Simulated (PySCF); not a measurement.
Record of a relaxation.

Compound: C4H12Al2Cl2.
Atom-mapped SMILES: `[CH3:1][C:2]([CH3:3])([CH3:4])[AlH-:5]1[Cl+:6][AlH2-:7][Cl+:8]1` (hydrogens: H9, H10, H11 on C1; H12, H13, H14 on C3; H15, H16, H17 on C4; H18 on Al5; H19, H20 on Al7)

Method: PBE0-D3(BJ)/def2-SVP geometry optimisation, gas phase (PySCF); density fitting, grid level 1; the optimiser is geomeTRIC in internal coordinates, started from a GFN2-xTB structure with every atom displaced at random (about 0.01 Å). 10 of its 15 geometries are shown. The frame can shift and turn from step to step; on so coarse a grid that alone can change the energy by a few meV, and forces under 0.02 eV/Å are noise.

Step 0: E = -42552.7525 eV, largest atomic force 2.033 eV/Å
```
atom  x, y, z in Å  |  force x, y, z in eV/Å
C1     -1.653   -1.202   -0.789   -0.804   1.459   0.672
C2     -0.895    0.005   -0.212    0.182   0.114  -0.287
C3     -0.957    1.187   -1.197    0.600  -0.080   1.256
C4     -1.530    0.419    1.109   -1.253  -0.641  -0.734
Al5     0.843   -0.838    0.339   -1.578   0.355  -0.118
Cl6     2.370   -1.017   -1.240   -0.032  -0.934  -1.806
Al7     3.701    0.328   -0.147    0.840   0.736  -0.364
Cl8     2.234    0.507    1.448   -0.498   0.828   1.696
H9     -2.733   -0.936   -0.897    0.293  -0.202  -0.046
H10    -1.592   -2.040   -0.116   -0.051  -0.881   0.407
H11    -1.280   -1.470   -1.756    0.373  -0.435  -1.022
H12    -0.347    2.028   -0.801   -0.292  -0.102  -0.231
H13    -1.991    1.537   -1.349   -0.050  -0.020   0.038
H14    -0.542    0.903   -2.148    0.295  -0.120  -0.882
H15    -1.077    1.278    1.547    0.676   1.071   0.512
H16    -2.620    0.668    0.976    0.488  -0.144   0.012
H17    -1.491   -0.392    1.829   -0.052  -0.431   0.571
H18     0.867   -2.168    1.109   -0.088  -0.583   0.345
H19     3.753    1.673   -0.886    0.060   0.596  -0.371
H20     4.888   -0.454    0.366    0.891  -0.587   0.351
```

Step 2: E = -42553.3018 eV, largest atomic force 0.262 eV/Å
```
atom  x, y, z in Å  |  force x, y, z in eV/Å
C1     -1.730   -1.191   -0.800   -0.023   0.125   0.017
C2     -0.906   -0.052   -0.176   -0.085  -0.111   0.031
C3     -0.795    1.119   -1.145    0.127  -0.046   0.016
C4     -1.577    0.396    1.129   -0.025   0.036   0.007
Al5     0.781   -0.898    0.369   -0.105  -0.164   0.075
Cl6     2.334   -0.987   -1.346   -0.035  -0.059  -0.185
Al7     3.694    0.453   -0.189    0.215   0.141  -0.044
Cl8     2.164    0.558    1.519   -0.059   0.104   0.143
H9     -2.774   -0.865   -0.970    0.003   0.004  -0.029
H10    -1.779   -2.081   -0.149   -0.002  -0.007  -0.009
H11    -1.328   -1.506   -1.777    0.019  -0.028   0.002
H12    -0.171    1.932   -0.739   -0.027   0.022   0.012
H13    -1.793    1.543   -1.361   -0.011   0.018  -0.021
H14    -0.348    0.815   -2.106   -0.014   0.007  -0.003
H15    -1.056    1.250    1.593    0.016  -0.017  -0.001
H16    -2.620    0.718    0.939    0.006   0.009  -0.006
H17    -1.631   -0.412    1.880    0.003  -0.004  -0.013
H18     0.833   -2.276    1.144    0.030  -0.006  -0.007
H19     3.691    1.841   -0.941   -0.018  -0.001   0.003
H20     4.963   -0.338    0.312   -0.016  -0.023   0.012
```

Step 3: E = -42553.3297 eV, largest atomic force 0.176 eV/Å
```
atom  x, y, z in Å  |  force x, y, z in eV/Å
C1     -1.763   -1.180   -0.823   -0.023  -0.017  -0.038
C2     -0.902   -0.101   -0.157   -0.088  -0.051   0.077
C3     -0.683    1.068   -1.111   -0.045   0.057  -0.069
C4     -1.582    0.382    1.132    0.039   0.006  -0.049
Al5     0.761   -0.977    0.398    0.138  -0.100   0.045
Cl6     2.296   -0.956   -1.363    0.013  -0.018   0.042
Al7     3.621    0.550   -0.204   -0.010   0.011  -0.014
Cl8     2.103    0.549    1.546   -0.002   0.005  -0.041
H9     -2.775   -0.794   -1.048   -0.001   0.022  -0.016
H10    -1.898   -2.072   -0.187   -0.005   0.027   0.036
H11    -1.333   -1.525   -1.779    0.013   0.017  -0.004
H12    -0.046    1.854   -0.674    0.026  -0.004   0.028
H13    -1.646    1.546   -1.374   -0.016  -0.004   0.006
H14    -0.214    0.749   -2.056    0.019  -0.001   0.018
H15    -1.013    1.196    1.611   -0.015   0.003   0.019
H16    -2.594    0.774    0.915   -0.016   0.019   0.001
H17    -1.705   -0.423    1.877   -0.012  -0.009  -0.022
H18     0.866   -2.367    1.153    0.030   0.055  -0.042
H19     3.530    1.945   -0.940   -0.006  -0.030   0.027
H20     4.929   -0.201    0.268   -0.038   0.013  -0.003
```

Step 5: E = -42553.3436 eV, largest atomic force 0.167 eV/Å
```
atom  x, y, z in Å  |  force x, y, z in eV/Å
C1     -1.771   -1.162   -0.870    0.021  -0.011  -0.027
C2     -0.891   -0.143   -0.141    0.060   0.000   0.027
C3     -0.583    1.041   -1.059   -0.015   0.019   0.034
C4     -1.613    0.354    1.117   -0.021  -0.035   0.019
Al5     0.768   -1.041    0.453   -0.017   0.136  -0.095
Cl6     2.309   -1.034   -1.308    0.031  -0.008   0.081
Al7     3.540    0.616   -0.235   -0.097  -0.059   0.022
Cl8     2.045    0.590    1.537    0.013  -0.020  -0.045
H9     -2.737   -0.707   -1.160    0.005  -0.003  -0.002
H10    -2.004   -2.039   -0.242   -0.007   0.004  -0.007
H11    -1.299   -1.530   -1.797   -0.002  -0.009   0.010
H12     0.053    1.793   -0.562   -0.009  -0.006  -0.018
H13    -1.517    1.553   -1.359    0.010  -0.006   0.000
H14    -0.068    0.729   -1.982    0.000  -0.005  -0.010
H15    -1.032    1.123    1.654    0.008  -0.005  -0.002
H16    -2.586    0.810    0.853    0.009   0.006  -0.005
H17    -1.827   -0.462    1.828   -0.012   0.002   0.000
H18     0.934   -2.406    1.224    0.002  -0.022   0.029
H19     3.342    1.966   -1.023   -0.002   0.016  -0.009
H20     4.888   -0.034    0.258    0.024   0.004   0.000
```

Step 6: E = -42553.3452 eV, largest atomic force 0.214 eV/Å
```
atom  x, y, z in Å  |  force x, y, z in eV/Å
C1     -1.750   -1.156   -0.908    0.037   0.014  -0.005
C2     -0.883   -0.158   -0.136    0.093   0.030  -0.022
C3     -0.541    1.038   -1.029    0.013  -0.022   0.083
C4     -1.642    0.331    1.102   -0.051  -0.044   0.046
Al5     0.772   -1.050    0.496   -0.090   0.151  -0.122
Cl6     2.337   -1.109   -1.237    0.020   0.033   0.033
Al7     3.497    0.635   -0.249   -0.069  -0.053   0.028
Cl8     2.010    0.640    1.526    0.014  -0.024  -0.003
H9     -2.691   -0.675   -1.237    0.005  -0.019   0.004
H10    -2.030   -2.027   -0.291   -0.003  -0.018  -0.025
H11    -1.246   -1.528   -1.816   -0.005  -0.023   0.011
H12     0.079    1.780   -0.497   -0.025  -0.001  -0.035
H13    -1.464    1.556   -1.350    0.016  -0.004  -0.010
H14     0.006    0.739   -1.936   -0.009  -0.006  -0.024
H15    -1.070    1.077    1.679    0.017  -0.008  -0.009
H16    -2.595    0.814    0.808    0.019  -0.003  -0.006
H17    -1.904   -0.495    1.785   -0.005   0.004   0.008
H18     0.956   -2.392    1.301   -0.019  -0.039   0.064
H19     3.246    1.938   -1.097   -0.001   0.028  -0.020
H20     4.867    0.059    0.271    0.044   0.005   0.004
```

Step 8: E = -42553.3514 eV, largest atomic force 0.120 eV/Å
```
atom  x, y, z in Å  |  force x, y, z in eV/Å
C1     -1.683   -1.191   -0.947   -0.001   0.001   0.015
C2     -0.879   -0.157   -0.152   -0.047   0.013  -0.049
C3     -0.565    1.051   -1.036    0.000  -0.013  -0.014
C4     -1.681    0.290    1.076    0.006   0.006  -0.008
Al5     0.767   -0.995    0.519    0.034  -0.095   0.066
Cl6     2.379   -1.102   -1.158   -0.023  -0.003  -0.046
Al7     3.497    0.669   -0.194    0.054   0.042  -0.003
Cl8     1.984    0.701    1.551    0.005   0.017   0.027
H9     -2.635   -0.753   -1.302    0.000  -0.005  -0.006
H10    -1.944   -2.075   -0.341    0.009  -0.005   0.004
H11    -1.141   -1.546   -1.840    0.008   0.001  -0.010
H12     0.018    1.818   -0.502    0.003   0.002   0.010
H13    -1.500    1.533   -1.379   -0.007   0.003  -0.004
H14     0.005    0.767   -1.936   -0.002   0.005   0.005
H15    -1.138    1.041    1.674   -0.010   0.000   0.003
H16    -2.637    0.754    0.768   -0.006  -0.003  -0.001
H17    -1.934   -0.552    1.743    0.004  -0.005  -0.006
H18     0.920   -2.316    1.377   -0.014   0.026   0.000
H19     3.244    1.948   -1.083    0.000  -0.002   0.011
H20     4.877    0.131    0.349   -0.013   0.014   0.005
```

Step 9: E = -42553.3533 eV, largest atomic force 0.159 eV/Å
```
atom  x, y, z in Å  |  force x, y, z in eV/Å
C1     -1.645   -1.214   -0.970   -0.008  -0.015   0.012
C2     -0.878   -0.164   -0.161   -0.055   0.002  -0.034
C3     -0.574    1.050   -1.038   -0.009   0.001  -0.040
C4     -1.706    0.262    1.057    0.025   0.016  -0.026
Al5     0.769   -0.975    0.536    0.049  -0.116   0.097
Cl6     2.400   -1.080   -1.122   -0.031  -0.011  -0.048
Al7     3.491    0.708   -0.163    0.067   0.061  -0.009
Cl8     1.966    0.735    1.571   -0.003   0.016   0.019
H9     -2.601   -0.798   -1.342   -0.001   0.002  -0.005
H10    -1.897   -2.105   -0.370    0.009   0.001   0.011
H11    -1.080   -1.558   -1.852    0.009   0.012  -0.011
H12    -0.014    1.829   -0.497    0.010   0.001   0.021
H13    -1.511    1.516   -1.396   -0.012   0.000   0.001
H14     0.013    0.779   -1.931    0.004   0.003   0.013
H15    -1.182    1.017    1.668   -0.015   0.002   0.003
H16    -2.663    0.715    0.738   -0.014  -0.005  -0.001
H17    -1.956   -0.588    1.715    0.004  -0.006  -0.006
H18     0.913   -2.283    1.416   -0.004   0.034  -0.020
H19     3.229    1.978   -1.064    0.000  -0.009   0.017
H20     4.877    0.193    0.390   -0.026   0.011   0.005
```

Step 11: E = -42553.3591 eV, largest atomic force 0.071 eV/Å
```
atom  x, y, z in Å  |  force x, y, z in eV/Å
C1     -1.505   -1.302   -1.042   -0.007  -0.033  -0.014
C2     -0.867   -0.203   -0.187   -0.006  -0.018   0.044
C3     -0.593    1.034   -1.038   -0.011   0.024  -0.049
C4     -1.793    0.154    0.983    0.019   0.026  -0.037
Al5     0.783   -0.920    0.606    0.033  -0.021   0.060
Cl6     2.451   -0.965   -1.020   -0.025  -0.016  -0.001
Al7     3.448    0.886   -0.062    0.017   0.036  -0.008
Cl8     1.890    0.853    1.644   -0.011  -0.008  -0.020
H9     -2.463   -0.956   -1.477   -0.003   0.007   0.003
H10    -1.729   -2.211   -0.459    0.001   0.009   0.010
H11    -0.860   -1.601   -1.886    0.000   0.019  -0.004
H12    -0.120    1.844   -0.460    0.008  -0.002   0.017
H13    -1.535    1.441   -1.452   -0.007  -0.008   0.007
H14     0.064    0.810   -1.895    0.010  -0.001   0.015
H15    -1.354    0.927    1.636   -0.010   0.003  -0.002
H16    -2.754    0.557    0.611   -0.015  -0.011   0.000
H17    -2.032   -0.720    1.611    0.002  -0.004   0.001
H18     0.932   -2.193    1.533    0.028   0.011  -0.035
H19     3.141    2.132   -0.982    0.000  -0.008   0.011
H20     4.849    0.450    0.521   -0.022  -0.006   0.005
```

Step 12: E = -42553.3596 eV, largest atomic force 0.072 eV/Å
```
atom  x, y, z in Å  |  force x, y, z in eV/Å
C1     -1.447   -1.337   -1.063    0.006   0.004  -0.015
C2     -0.860   -0.227   -0.186    0.020  -0.006   0.043
C3     -0.592    1.021   -1.026    0.008   0.003   0.013
C4     -1.831    0.107    0.951   -0.023   0.003  -0.006
Al5     0.797   -0.904    0.641   -0.014   0.064  -0.030
Cl6     2.456   -0.910   -0.993    0.008  -0.002   0.015
Al7     3.414    0.973   -0.042   -0.026  -0.021   0.001
Cl8     1.854    0.909    1.663   -0.005  -0.016  -0.009
H9     -2.400   -1.011   -1.522   -0.001  -0.003   0.006
H10    -1.664   -2.254   -0.488    0.001  -0.003  -0.005
H11    -0.771   -1.612   -1.891   -0.005  -0.003   0.003
H12    -0.159    1.838   -0.426   -0.008   0.000  -0.008
H13    -1.532    1.403   -1.466    0.004  -0.003  -0.002
H14     0.100    0.819   -1.860   -0.001   0.000  -0.004
H15    -1.439    0.892    1.619    0.004   0.002  -0.005
H16    -2.792    0.481    0.547    0.003  -0.008   0.000
H17    -2.067   -0.775    1.571    0.003   0.004   0.008
H18     0.986   -2.167    1.568    0.019  -0.019  -0.002
H19     3.083    2.209   -0.964   -0.001   0.008  -0.007
H20     4.815    0.564    0.553    0.007  -0.005   0.003
```

Step 14: E = -42553.3603 eV, largest atomic force under 0.02 eV/Å
```
atom  x, y, z in Å  |  force x, y, z in eV/Å
C1     -1.438   -1.347   -1.051   -0.002   0.010   0.003
C2     -0.862   -0.226   -0.179   -0.011  -0.001   0.000
C3     -0.613    1.021   -1.028    0.009  -0.005   0.011
C4     -1.837    0.102    0.956   -0.002  -0.003   0.006
Al5     0.807   -0.886    0.633   -0.007   0.001  -0.003
Cl6     2.453   -0.888   -1.012    0.014   0.009   0.001
Al7     3.423    0.980   -0.048    0.000  -0.014  -0.006
Cl8     1.862    0.920    1.655   -0.006   0.007   0.000
H9     -2.401   -1.036   -1.499    0.001  -0.003  -0.001
H10    -1.634   -2.267   -0.475    0.001  -0.003  -0.001
H11    -0.767   -1.610   -1.886    0.001  -0.004   0.000
H12    -0.191    1.849   -0.435   -0.004   0.001  -0.001
H13    -1.560    1.386   -1.469    0.000   0.001  -0.004
H14     0.080    0.823   -1.861   -0.001   0.001  -0.002
H15    -1.459    0.907    1.609    0.001   0.000  -0.001
H16    -2.807    0.448    0.550    0.002  -0.001  -0.001
H17    -2.051   -0.773    1.593    0.003   0.000   0.001
H18     1.022   -2.159    1.543   -0.001  -0.002   0.001
H19     3.107    2.225   -0.962   -0.001   0.002   0.000
H20     4.818    0.550    0.550    0.003   0.003  -0.002
```

Problem. Summarise the path.

Solution. The energy falls by 58.64 kJ/mol from step 0 to step 14; nine tenths of that is first reached at step 2. It falls at every step. The largest force goes from 2.033 to under 0.02 eV/Å. Among the bonds Al7–Cl8 changes most, from 2.174 to 2.311 Å; the atoms move by 0.387 Å rms after alignment.

Problem. Follow the three bonds and two angles with the largest change from start to end.

Solution. 
```
step  E above end (kJ/mol)  largest force (eV/Å)  Al7–Cl8 (Å)  Cl6–Al7 (Å)  Al5–Cl6 (Å)  C3–C2–Al5 (°)  C2–Al5–Cl6 (°)
   0                 58.64                 2.033        2.174        2.185        2.204          122.1           115.9
   1                  8.96                 0.385        2.282        2.279        2.303          118.0           114.2
   2                  5.64                 0.262        2.295        2.294        2.315          116.4           112.8
   3                  2.95                 0.176        2.316        2.317        2.336          113.5           109.9
   4                  2.35                 0.091        2.319        2.320        2.339          112.5           109.3
   5                  1.61                 0.167        2.319        2.321        2.339          111.2           109.0
   6                  1.46                 0.214        2.316        2.317        2.336          110.5           109.5
   7                  1.16                 0.115        2.313        2.312        2.332          110.9           110.1
   8                  0.85                 0.120        2.310        2.305        2.329          111.2           110.7
   9                  0.67                 0.159        2.309        2.304        2.328          111.4           110.7
  10                  0.32                 0.150        2.309        2.306        2.328          111.7           109.9
  11                  0.12                 0.071        2.311        2.311        2.329          111.7           109.1
  12                  0.07                 0.072        2.312        2.316        2.329          111.3           107.8
  13                  0.00                 0.052        2.312        2.316        2.328          111.4           107.9
  14                  0.00            under 0.02        2.311        2.314        2.327          111.4           108.0
```

The cost below is that of the whole optimisation. Time: 4.7 min of wall time; peak memory 0.92 GiB. Hardware: one thread, Arm Neoverse V2 (aarch64), no GPU, on a shared host.
